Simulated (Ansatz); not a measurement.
`N#[C][GaH2]` + `CCO` → `CC[O][GaH2]` + `C#N` at 500 K and 1 bar (ligand exchange at a Ga–C bond).

Computed with Ansatz on PBE0-D4/def2-TZVP structures; ΔE is electronic, products minus reactants. CCSD(T)/CBS is the MP2 limit (def2-TZVPP, def2-QZVPP) plus CCSD(T) − MP2 in def2-TZVPP, frozen cores. This one scheme is used for every species. For Ga outer-core shells are correlated without core-valence functions, which leaves a few kJ/mol of doubt a bond. Scalar relativity is left out up to krypton. Each species was taken in one conformer, which may not be the lowest.

```tsv
species	CCSD(T)/CBS energy (Eh)	H − E (kJ/mol)	S (J/(mol·K))
`N#[C][GaH2]`	-2017.86565	84.2	317.9
`CCO`	-154.88256	240.4	310.3
`CC[O][GaH2]`	-2079.43172	262.5	396.2
`C#N`	-93.32098	60.1	220.8
```

H − E and S are ideal-gas, rigid-rotor, harmonic terms from PBE0-D4/def2-TZVP, for one conformer and one mirror image of each species. 1 Eh = 2625.50 kJ/mol, R = 8.31446 J/(mol·K).

**Question.** By hand: ΔE, ΔH, ΔS and ΔG.

**Answer.** ΔE = (-2079.43172) + (-93.32098) − (-2017.86565) − (-154.88256) = -0.00449 Eh = -11.8 kJ/mol. Δ(H − E) = 262.5 + 60.1 − 84.2 − 240.4 = -2.0, so ΔH = -13.8 kJ/mol. ΔS = 396.2 + 220.8 − 317.9 − 310.3 = -11.2 J/(mol·K). ΔG = -13.8 − 500 × (-11.2)/1000 = -8.2 kJ/mol.

**Question.** By hand: the equilibrium constant, and the temperature at which ΔG would vanish if ΔH and ΔS stayed fixed.

**Answer.** log₁₀ K = −ΔG/(RT ln 10) = 0.9. ΔG = 0 at ΔH/ΔS = 1232 K, though so small a ΔS makes that figure unsure.

TΔS isn't small against ΔH here. A doubt of 5 kJ/mol in ΔE shifts log₁₀ K by 0.5 here. Other conformers and mirror images would add mixing entropy, several J/(mol·K) or more a flexible species. Modes under 60 cm⁻¹, often nearly free rotors, make the harmonic entropy too high. These are equilibria of isolated gas molecules and say nothing of rates. Largest T1 diagnostic: 0.014 (customary marks: 0.02 for closed shells, 0.045 for open ones).
